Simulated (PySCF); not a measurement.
**Energy of Lu (lutetium, neutral) between two integer charges**

The 5d alpha orbital of [Xe] 4f14 5d1 6s2 is emptied in steps (occupation f), with all orbitals relaxed, ending at [Xe] 4f14 6s2. Calculation: PySCF 2.14, in def2-SVP with the def2 core potential (28 electrons); scalar relativity through the core potential. The exact energy is a straight line in f; departures are measured from the line between the end points of the same method.

```json
{"f": "1", "UHF (eV)": "0.000", "LDA (eV)": "0.000", "PBE (eV)": "0.000"}
{"f": "0.8", "UHF (eV)": "0.146", "LDA (eV)": "-0.614", "PBE (eV)": "-0.589"}
{"f": "0.6", "UHF (eV)": "0.210", "LDA (eV)": "-0.932", "PBE (eV)": "-0.893"}
{"f": "0.4", "UHF (eV)": "0.203", "LDA (eV)": "-0.944", "PBE (eV)": "-0.902"}
{"f": "0.2", "UHF (eV)": "0.131", "LDA (eV)": "-0.637", "PBE (eV)": "-0.607"}
{"f": "0", "UHF (eV)": "0.000", "LDA (eV)": "0.000", "PBE (eV)": "0.000"}
```

For PBE, how does the orbital energy at f = 1 compare with the removal energy?

−ε = 1.885 eV against a total-energy difference of 5.528 eV. By Janak's theorem ε = ∂E/∂f, so the gap between them reflects the curvature. Along the path −ε is 3.289 (f = 0.8), 4.739 (f = 0.6), 6.236 (f = 0.4), 7.778 (f = 0.2) eV.

```csv
method,E(f=0) − E(f=1) (eV),−ε at f=1 (eV),−ε at f=0.4 (eV)
UHF,4.412,5.362,4.210
LDA,5.638,1.849,6.365
PBE,5.528,1.885,6.236
```

Reference removal energy between the ground levels: 5.426 eV (measured; NIST Atomic Spectra Database, ionization energies). The calculation has no spin-orbit coupling. UHF lacks correlation.
